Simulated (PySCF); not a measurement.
C6H8FSi (doublet state).
Geometry (GFN2-xTB, Å), atoms numbered from 1 in this order:
```xyz
16
C6H8FSi angstrom
C      3.5569   -0.8960   -0.9335
C      2.1935   -0.8398   -0.4614
C      1.0451   -0.7325   -0.0948
Si    -0.6514   -0.8433    0.5940
C     -1.3063    0.7729    1.4050
C     -2.0917    1.0651    0.1243
F     -3.3814    1.4922    0.3795
C     -2.0531   -0.2837   -0.5979
H      4.1894   -0.2567   -0.3176
H      3.6105   -0.5560   -1.9679
H      3.9282   -1.9197   -0.8789
H     -0.5958    1.5482    1.6812
H     -1.9873    0.6244    2.2406
H     -1.6243    1.8584   -0.4685
H     -1.8413   -0.2169   -1.6623
H     -2.9985   -0.8077   -0.4723
```

As a line formula: `CC#C[Si]1CC(F)C1` [radical].

Level of theory: UKS B3LYP, pcH-1 on C F H Si, non-relativistic, mean-field spin-orbit, GIAO (PySCF 2.14.0). The structure is a single GFN2-xTB conformer in the gas phase; no vibrational or solvent corrections. The geometry wasn't refined by DFT: couplings that depend on bond lengths, twists or pyramidal angles can differ widely from those at the functional's own minimum, by a factor of two or more for some ions and for spin on atoms past the first row. Stability of the SCF solution: not tested.

Principal values of hyperfine tensors in MHz (contact, dipolar and spin–orbit terms together), for some of the nuclei:

| atom | isotope | A1 | A2 | A3 |
| --- | --- | --- | --- | --- |
| F7 | 19F | 15.00 | 17.38 | 88.55 |
| C6 | 13C | 36.22 | 37.29 | 41.17 |
| C3 | 13C | 27.89 | 34.79 | 47.47 |
| H11 | 1H | 21.00 | 21.52 | 24.31 |
| C8 | 13C | 10.42 | 11.16 | 32.35 |
| C5 | 13C | 10.39 | 11.13 | 32.24 |
| C2 | 13C | 2.27 | 3.02 | 38.85 |
| H13 | 1H | 9.39 | 10.93 | 22.03 |

Task: Split each tensor into its isotropic and traceless parts, and turn a_iso into mT with g = 2.0029.

Result: a_iso is a third of the trace, T = A − a_iso, and a(mT) = a(MHz)/(g × 13.996). The tensors hold a spin–orbit part: the run splits a_iso into a_FC + a_SO, and T includes its anisotropic share.

| atom | a_iso (MHz) | a_FC | a_SO | a_iso (mT) | T1 | T2 | T3 |
| --- | --- | --- | --- | --- | --- | --- | --- |
| F7 | 40.31 | 40.18 | 0.13 | 1.438 | -25.31 | -22.93 | 48.24 |
| C6 | 38.23 | 38.23 | -0.01 | 1.364 | -2.01 | -0.94 | 2.94 |
| C3 | 36.72 | 36.69 | 0.03 | 1.310 | -8.82 | -1.93 | 10.76 |
| H11 | 22.27 | 22.27 | 0.00 | 0.795 | -1.28 | -0.76 | 2.04 |
| C8 | 17.97 | 17.93 | 0.05 | 0.641 | -7.56 | -6.81 | 14.37 |
| C5 | 17.92 | 17.87 | 0.05 | 0.639 | -7.53 | -6.79 | 14.32 |
| C2 | 14.71 | 14.78 | -0.06 | 0.525 | -12.45 | -11.69 | 24.14 |
| H13 | 14.12 | 14.11 | 0.01 | 0.504 | -4.73 | -3.18 | 7.91 |

Task: What spin density at the nucleus of H13 lies behind its contact coupling (g_N = 5.58569)?

Result: a_FC = (2μ0/3) gₑ μB g_N μN ρ(0)/(2S·h) = 800.24 MHz × g_N × ρ(0)/(2S), with ρ in bohr⁻³. With a_FC = 14.11 MHz and 2S = 1, ρ(0) = 0.003156 bohr⁻³. In magnitude that is 1.0 % of the 1/π = 0.318 of a free hydrogen atom.

Task: Si4 (29Si, g_N = -1.11058) isn't in the table. Its spin density at the nucleus is 0.6403 bohr⁻³. What is its contact coupling?

Result: By the same relation, a_FC = -569.0 MHz. The spin–orbit term adds +0.91 MHz. Its full tensor has the principal values -718.63, -493.25, -492.52 MHz.

Task: Which nucleus of the table has the largest anisotropic coupling, and what is its form?

Result: F7: -25.3, -22.9, 48.2 MHz (the dipolar term alone has -25.3, -23.1, 48.4), nearly axial, close to the ratio −1:−1:+2.

Task: In a single crystal, with the field along each principal axis of the tensor of C3 in turn, what first-order splitting does this nucleus give (isotropic g, quadrupole terms neglected)?

Result: 2 lines (I = 1/2), spaced by |A_i|/(g × 13.996): 0.99, 1.24, 1.69 mT along the axes of A1, A2 and A3.
